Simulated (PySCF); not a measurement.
H5O4Si, charge +1, singlet, at a GFN2-xTB geometry. Base run: PySCF with CAMB3LYP/STO-3G.

The PySCF input:
```python
from pyscf import gto, scf, dft

mol = gto.Mole()
mol.atom = '''
    O     0.42300775   -0.34215206    1.57256308
    Si    0.20866731   -0.06562924    0.02728980
    O     0.05846469   -1.24648912   -1.02696932
    O     0.88574575    1.28293584   -0.46060890
    O    -1.56857171    0.38716528   -0.10415051
    H     0.19299341   -1.12049991    2.07780759
    H     0.74771201   -1.73532224   -1.47075513
    H     1.58940578    1.76807453   -0.03392037
    H    -1.81823817    1.30180993    0.09082315
    H    -2.02238704    0.05306761   -0.89268722
'''
mol.basis = 'sto-3g'
mol.charge = 1
mol.verbose = 5
mol.build()

mf = dft.RKS(mol)
mf.xc = 'camb3lyp'
mf.kernel()
```

Variants of this job, named by their change:

```csv
change,ΔE vs base (µEh),grid points,electrons on the grid
base,0.0,124552,50.00000
grids.level = 7,-3.1,684664,50.00000
grids.level = 1,-44.8,39496,50.00005
grids.level = 4,-3.5,220504,50.00000
grids.prune = off,-0.2,200824,50.00000
"grids.atom_grid = (50, 194)",-57.1,65488,50.00005
grids.becke_scheme = stratmann,-1.3,124552,50.00000
small_rho_cutoff = 0,0.0,124552,50.00000
grids.radi_method = gauss_chebyshev,0.9,122304,50.00000
grids.level = 5,-3.1,333168,50.00000
grids.radi_method = delley,0.0,133384,50.00000
```
